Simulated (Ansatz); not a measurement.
The cluster Cs₂Cl₂. Charge 0, multiplicity 1. Geometry relaxed at PBE-D4/def2-TZVP.

```xyz
4

Cs    1.335   -1.470   -1.169
Cs   -1.335    1.470    1.169
Cl   -1.762   -1.089   -0.643
Cl    1.762    1.089    0.643
```

In the def2 sets Cs takes a core potential; there is no spin–orbit coupling. The structure comes from a short search, and lower isomers may exist.

(1) Estimate the harmonic wavenumbers at RKS PBE-D4/def2-TZVP (Ansatz, unscaled). Is this a minimum?

Results:

(1) 43, 55, 127, 143, 148, 156 cm⁻¹. Yes, no mode is imaginary beyond noise. Zero-point energy 4.0 kJ/mol. Run time 15 s (4 threads of Arm Neoverse V1 on a shared host).
